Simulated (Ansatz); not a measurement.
Consider the atomization: `N[Si](F)(Cl)Br` → Br• + Cl• + F• + 2 H• + N• + Si•.

Program: Ansatz. Geometries: PBE0-D4/def2-TZVP. ΔE: electronic, gas phase. CBS: MP2 limit from def2 TZ/QZ plus the TZ coupled-cluster correction, frozen cores. This one scheme is used for every species, atoms too. DFT in def2-TZVPP. Open shells (•) are unrestricted, without spin–orbit coupling. Spin–orbit coupling would lower the free atoms: a little for Cl, F, Si; clearly for Br. For Br outer-core shells are correlated without core-valence functions, so the limit isn't a true one: a few kJ/mol of doubt a bond, and 10 to 20 or more in all where bonds break to atoms. Scalar relativity is left out up to krypton. One conformer a species, not always the lowest.

`N[Si](F)(Cl)Br`:

```xyz
7

N     0.243    1.001   -0.379
Si   -0.108   -0.553    0.141
F    -0.402   -1.591   -1.021
Cl    1.493   -1.291    1.145
Br   -1.925   -0.521    1.371
H    -0.471    1.667   -0.621
H     1.171    1.288   -0.636
```

```csv
level,ΔE (kJ/mol)
r2SCANh,2497.9
CCSD/CBS(def2),2489.4
```

What does CCSD(T)/CBS give? (Best estimate.)

Computed: +2536.4 kJ/mol. The listed levels differ from it by -38.5, -47.0 kJ/mol.

Largest T1 diagnostic among the species: 0.012.

In def2-TZVPP, CCSD(T) changes the Hartree–Fock value by +652.6 kJ/mol (the triples alone add +47.0 kJ/mol) and MP2 by +746.2 kJ/mol; breaking electron pairs costs correlation energy, which Hartree–Fock lacks. Leaving LDA and LC-ωPBE aside and taking each functional with its dispersion term where it has one, the values, not all of them listed here, spread over 140.7 kJ/mol, from BHLYP-D4 to PBE-D4. LDA lies +363.2 kJ/mol from PBE without D4, its usual overbinding.

For atomizations the MP2-based limit and the directly extrapolated one differ by several kJ/mol either way, and by 10 to 25 for some Ge, Se and Sn compounds, so smaller differences from it don't rank the levels.
